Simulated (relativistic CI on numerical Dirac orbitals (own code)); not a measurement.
**W28+: computed level list**

Computed by Dirac-Coulomb-Breit CI, KLI orbitals optimised for each configuration, model QED (radiative potential, 1s self-energy scaled to tabulated hydrogen-like ionisation energies), unscaled Slater integrals (own radial code, finite nucleus).

Configuration list (outside the closed core [Ar] 3d10): 4s2 4p6 4d10, 4s2 4p6 4d9 4f, 4s2 4p5 4d10 4f, 4s 4p6 4d10 4f, 4s2 4p6 4d9 5s, 4s2 4p6 4d9 5p, 4s2 4p6 4d9 5d, 4s2 4p5 4d10 5s, 4s2 4p6 4d9 5f, 4s2 4p5 4d10 5p, 4s2 4p6 4d9 6s, 4s2 4p6 4d9 5g, 4s2 4p6 4d9 6p, 4s2 4p5 4d10 5d, 4s 4p6 4d10 5s, 4s2 4p6 4d9 6d, 4s 4p6 4d10 5p, 4p6 4d10 4f2, 4p6 4d9 4f3, 4p5 4d10 4f3, 4p6 4d9 4f2 5s, 4p6 4d9 4f2 5p, 4p6 4d9 4f2 5d. Double excitations out of closed p, d and f shells are left out; levels of such configurations are missing from the list, as are those of other unlisted configurations, and high levels can miss mixing partners. These lack a partner that the ground configuration has and come out too high: 4s2 4p5 4d10 5s, 4s2 4p6 4d9 5f, 4s2 4p5 4d10 5p, 4s2 4p6 4d9 6s, 4s2 4p6 4d9 5g.

```
No.    Configuration  Term  J  E (10³ cm⁻¹)    %  Next component (%)
  1     4s2 4p6 4d10    1S  0           0.0  100                    
  2   4s2 4p6 4d9 4f   3P°  0        1532.0  100                    
  3   4s2 4p6 4d9 4f   3P°  1        1549.5   88              12 3D°
  4   4s2 4p6 4d9 4f   3P°  2        1583.2   55              38 3D°
  5   4s2 4p6 4d9 4f   3H°  5        1588.6   62              36 1H°
  6   4s2 4p6 4d9 4f   3H°  6        1603.8  100                    
  7   4s2 4p6 4d9 4f   3F°  3        1612.7   58              30 3D°
  8   4s2 4p6 4d9 4f   1D°  2        1616.6   46              34 3F°
  9   4s2 4p6 4d9 4f   3G°  4        1619.5   43              21 3H°
 10   4s2 4p6 4d9 4f   3F°  4        1642.2   63              29 1G°
 11   4s2 4p6 4d9 4f   3G°  5        1656.8   76              21 1H°
 12   4s2 4p6 4d9 4f   3D°  3        1664.5   42              37 1F°
 13   4s2 4p6 4d9 4f   3D°  1        1670.3   86              12 3P°
 14   4s2 4p6 4d9 4f   3H°  4        1714.9   70              22 1G°
 15   4s2 4p6 4d9 4f   1D°  2        1722.3   51              24 3P°
 16   4s2 4p6 4d9 4f   3F°  2        1741.2   45              43 3D°
 17   4s2 4p6 4d9 4f   1H°  5        1756.2   43              36 3H°
 18   4s2 4p6 4d9 4f   3G°  3        1765.5   69              21 3F°
 19   4s2 4p6 4d9 4f   1F°  3        1784.8   57              23 3D°
 20   4s2 4p6 4d9 4f   3G°  4        1785.3   48              33 1G°
 21   4s2 4p6 4d9 4f   1P°  1        2081.7   98               1 3D°
 22   4s2 4p6 4d9 5s    3D  3        2849.2  100                    
 23   4s2 4p6 4d9 5s    1D  2        2857.5   54               45 3D
 24   4s2 4p6 4d9 5s    3D  1        2980.7  100                    
 25   4s2 4p6 4d9 5s    3D  2        2987.0   54               46 1D
 26  4s2 4p5 4d10 4f    3D  1        3127.1  100                    
 27  4s2 4p5 4d10 4f    3D  2        3155.7   77               22 3F
 28  4s2 4p5 4d10 4f    3G  4        3168.0   58               37 1G
 29  4s2 4p5 4d10 4f    3G  5        3179.7  100                    
 30  4s2 4p5 4d10 4f    3F  3        3189.1   59               23 3D
```

Energies count from the lowest computed level; ° marks odd parity.

The mean weight of the leading LS term, summed over parents, in these 30 levels is 70 %, and that of the leading jj configuration (from the same eigenvectors) 85 %, so jj coupling describes them better and the LS labels are nominal.

At this charge energies of transitions that change n are usually good to better than 1 %, and those within a shell (Δn = 0) to a few per cent.

LS names give the leading component of a level, which can be under half, so a name can repeat, a term be missing and a line seem to break the LS rules.
